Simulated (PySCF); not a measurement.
Method: B3LYP-D3(BJ)/def2-TZVPD run with PySCF. Gas-phase values, no solvent. One relaxed conformer stands for a flexible species; it need not be the lowest. B3LYP has the VWN-RPA correlation part, as in Gaussian. 

Reference species (SMILES): `[Al-]([SiH3])[C]#N` (lower singlet) (charge -1, multiplicity 1).

```yaml
HOMO: -0.77 eV
```

Changed species: `[AlH2][Al-][SiH3]` (singlet; the order of the spin states depends on the level) (X = AlH2, multiplicity 1; the reference has X = cyano, multiplicity 1).

### Question
Predict the effect on the HOMO.

### Answer
the HOMO rises by 0.25 eV, to -0.52 eV.
